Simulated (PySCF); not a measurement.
# Working out the ionisation energy of Ni

Ni [Ar] 3d8 4s2 (3F) → Ni⁺ [Ar] 3d9 (2D). Computed with PySCF 2.14 in 6-31G*, with no relativity, point nucleus. Frozen: [Ar]. Energies in hartree (1 hartree = 27.21139 eV):

| part | Ni (lower) | Ni⁺ (upper) |
| --- | --- | --- |
| UHF | -1506.610379 | -1506.269974 |
| MP2 opposite-spin | -0.111877 | -0.125833 |
| MP2 same-spin | -0.057046 | -0.072194 |

Problem. What does Hartree-Fock give?

Solution. (-1506.269974) − (-1506.610379) = 0.340405 hartree = 9.263 eV.

Problem. What do MP2 and SCS-MP2 (6/5 opposite-spin, 1/3 same-spin) give?

Solution. The opposite-spin parts differ by -0.380 eV and the same-spin parts by -0.412 eV. MP2: 9.263 + (-0.380) + (-0.412) = 8.471 eV. SCS-MP2: 9.263 + 1.2 × (-0.380) + (-0.412)/3 = 8.670 eV.

Reference: 7.640 eV (measured; NIST Atomic Spectra Database, ionization energies), between the lowest levels; spin-orbit coupling is absent from the calculation.

The calculation is non-relativistic.

What remains against the reference includes basis incompleteness, the frozen core and correlation beyond second order.
